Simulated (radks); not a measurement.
Task: Radial electron density D(r) = 4 pi r^2 rho(r) of an atom or ion with 61 electrons. Calculated with a radial shooting solver on a logarithmic mesh with Libxc functionals: Dirac Kohn-Sham, B86b exchange with PBE correlation, spin-unpolarised, spherical densities, finite nucleus; Fermi nuclear charge, rms radius of each element as measured or else 0.836 A^(1/3) + 0.57 fm.

r (bohr)  D(r) (e/bohr)
0.001122          4.438
0.001558          7.550
0.002163          12.57
0.003003          20.34
0.004168          31.59
0.005786          46.41
0.008032          63.20
0.01115           77.75
0.01548           84.18
0.02149           80.13
0.03007           74.06
0.04174           82.47
0.05794           103.2
0.08044           105.5
0.1117            84.85
0.155             86.47
0.2152            93.06
0.2987            55.84
0.4147            38.65
0.5756            44.70
0.7991            26.32
1.109             12.70
1.54              7.857
2.138             3.071
2.968            0.8737
4.119            0.3185
5.719            0.1090
7.939           0.09999
11.02           0.03648
15.3           0.002420

What is the nuclear charge?

Result: Z = 62. The innermost maximum, from 1s, lies near gamma/Z bohr with gamma = sqrt(1 - (Z/c)^2) = 0.892, here 0.0144 bohr (found: 0.0159), and its height grows with Z. The density is that of the samarium ion Sm+ in [Kr] 4d10 4f6 5s2 5p5.5 6s1 7s0.5; the configuration itself is not fixed sharply by these data, and Z only to a few units. D(r) has 5 maxima, at r = 0.0159, 0.0702, 0.195, 0.540, 7.45 bohr, and minima at 0.0306, 0.129, 0.389, 6.45 bohr, inside which lie 2.01, 11.18, 29.18, 60.57 electrons.
